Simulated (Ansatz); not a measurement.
Species: [Zr(Cl)4] (charge 0, multiplicity 1).

### Question
Give a relaxed geometry from r2SCAN-D4/def2-SVP run with Ansatz (a first-principles code).

### Answer
the end point of this relaxation.
Z-matrix (Å, degrees):
```
Zr
Cl 1 2.3297
Cl 1 2.3297 2 109.47
Cl 1 2.3297 2 109.47 3 -120.00
Cl 1 2.3297 2 109.47 3 120.00
```
